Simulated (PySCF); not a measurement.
Homolysis of chloropentafluoroethane, bond by bond

Molecule: `FC(F)(F)C(F)(F)Cl` (C2ClF5). Numbering: `[F:1][C:2]([F:3])([F:4])[C:5]([F:6])([F:7])[Cl:8]`

Energies: M06-2X/def2-TZVP (PySCF, density fitting, integration grid level 3) on PBE0-D3(BJ)/def2-SVP structures. Thermal corrections: GFN2-xTB frequencies, unscaled, ideal gas at 298.15 K and 1 bar, quasi-RRHO entropy. These were taken at the GFN2-xTB minima.

| bond | r / Å | radicals | BDE(298 K) / kJ/mol | BDFE / kJ/mol | D₀ / kJ/mol | Dₑ / kJ/mol |
| --- | --- | --- | --- | --- | --- | --- |
| C5–Cl8 | 1.760 | `F[C](F)C(F)(F)F` + Cl• | 358 | 313 | 355 | 361 |
| C2–C5 | 1.548 | `F[C](F)F` + `F[C](F)Cl` | 387 | 330 | 385 | 396 |
| C5–F6 | 1.328 | `F[C](Cl)C(F)(F)F` + F• | 490 | 444 | 486 | 496 |
| F1–C2 | 1.325 | F• + `F[C](F)C(F)(F)Cl` | 522 | 476 | 518 | 529 |

Homolysis to relaxed radicals in the gas phase; the table need not hold every single bond outside rings.

Weakest of these: C5–Cl8 (358 kJ/mol); strongest: F1–C2 (522 kJ/mol).

Caveats: spin-orbit coupling is left out of the energies, which matters for open shells on the heavier atoms.
